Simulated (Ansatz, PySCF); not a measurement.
SnHCl₂Br, SMILES [Cl][SnH]([Cl])[Br]. Atoms are numbered in the order given.

```xyz
5

Sn    -0.3810    -0.4564     0.0000
Cl    -1.3985     0.4817     1.8745
Cl    -1.3985     0.4817    -1.8745
Br     1.9893     0.2263     0.0000
H     -0.5589    -2.1472     0.0000
```
Charge 0, spin multiplicity 1.

Geometry: PBE0-D3(BJ)/def2-SVP. The structure was generated by enumeration; whether it is a known compound was not checked. The def2 effective core potentials stand for the cores of Sn; spin–orbit coupling is left out.

Two levels are set side by side: PBE-D3(BJ)/def2-SVP (Ansatz, a first-principles code) and PBE0-D3(BJ)/def2-SVP (Ansatz). Each level has its own optimised geometry; the coordinates shown are those of the second. Frequencies come from the Hessian of PySCF at each geometry. Differences are taken from unrounded values.

```csv
quantity,PBE0-D3(BJ)
mean bond length (Å),2.207
bond Sn1–Cl2 (Å),2.330
bond Sn1–Cl3 (Å),2.330
bond Sn1–Br4 (Å),2.467
bond Sn1–H5 (Å),1.700
highest harmonic wavenumber (cm⁻¹),1983
mean harmonic wavenumber (cm⁻¹),496
zero-point energy (kcal/mol),6.38
```

**Question.** What does PBE-D3(BJ) give, and how far is it from PBE0-D3(BJ)? (An estimate is asked for; the answer gives what the named calculation found.)

**Answer.** 
```csv
quantity,PBE-D3(BJ),PBE-D3(BJ) minus PBE0-D3(BJ)
mean bond length (Å),2.230,0.023
bond Sn1–Cl2 (Å),2.354,0.024
bond Sn1–Cl3 (Å),2.354,0.024
bond Sn1–Br4 (Å),2.493,0.027
bond Sn1–H5 (Å),1.720,0.019
highest harmonic wavenumber (cm⁻¹),1879,-104
mean harmonic wavenumber (cm⁻¹),470,-26
zero-point energy (kcal/mol),6.05,-0.33
```

Exact exchange shortens and stiffens bonds; PBE has none. Differences between two approximate levels are no errors against the true value.
